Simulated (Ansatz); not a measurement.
## Counterpoise correction, worked out

The pair of K⁺ (SMILES [K+], atom 1) and CH$_{3}$Cl (SMILES CCl, atoms 2–6), both closed shells, in one local arrangement (a lower one may exist), relaxed at PBE0-D4/def2-TZVP:

K1  (-0.164, -0.010, -3.551)
C2  (0.041, -0.097, 0.838)
Cl3  (-0.053, 0.948, -0.617)
H4  (-0.844, -0.726, 0.860)
H5  (0.068, 0.569, 1.696)
H6  (0.952, -0.685, 0.773)
(Å)

Program: Ansatz 0.2.0. Basis: def2-TZVPPD. Cores are frozen in the correlated methods. The outer core shell of Li, Na, Mg and K is correlated. The def2 sets are not built for correlating such inner shells, so the correlated values are less sure here.

CCSD(T) total energies in eV:

| system | geometry | basis functions | energy |
| --- | --- | --- | --- |
| pair | pair | all | -29898.54766 |
| K⁺ | as in the pair | all (partner as ghosts) | -16304.26768 |
| CH$_{3}$Cl | as in the pair | all (partner as ghosts) | -13593.83089 |
| K⁺ | as in the pair | its own | -16304.24723 |
| CH$_{3}$Cl | as in the pair | its own | -13593.82463 |
| K⁺ | free (PBE0-D4 minimum) | its own | -16304.24723 |
| CH$_{3}$Cl | free (PBE0-D4 minimum) | its own | -13593.82585 |

Q: Work out the interaction energy with and without the counterpoise correction, the superposition error, and the binding energy from the relaxed fragments.

A: Without correction: -29898.54766 − (-16304.24723) − (-13593.82463) = -0.47580 eV.
With correction (each fragment in the whole basis): -29898.54766 − (-16304.26768) − (-13593.83089) = -0.44909 eV = -10.36 kcal/mol.
The superposition error is the difference, 0.02671 eV, 6 % of the uncorrected value: each fragment borrows its partner's functions.
Deformation from the free shapes: 0.00000 eV for K⁺ and 0.00122 eV for CH$_{3}$Cl.
Binding energy from relaxed fragments: -0.44909 + 0.00000 + 0.00122 = -0.44787 eV = -10.33 kcal/mol (electronic, without zero-point energy; negative means bound). For comparison, the corrected interaction energy by CCSD(T) at an estimated basis limit (MP2 extrapolated from triple and quadruple zeta, plus CCSD(T) − MP2 in triple zeta) is -0.495 eV; triple zeta with the correction binds less.

The T1 diagnostic stays at or below 0.009.

For scale, one of the runs: CCSD(T)/def2-TZVPPD, 175 basis functions, launched by `ansatz run in.yaml --threads 2 --pin off --events-out ev --progress --plain --max-ram 5222MiB`. Hardware: 2 CPU threads of an Arm Neoverse V1, shared host. Wall time 37 s; peak host memory 1.5 GiB.
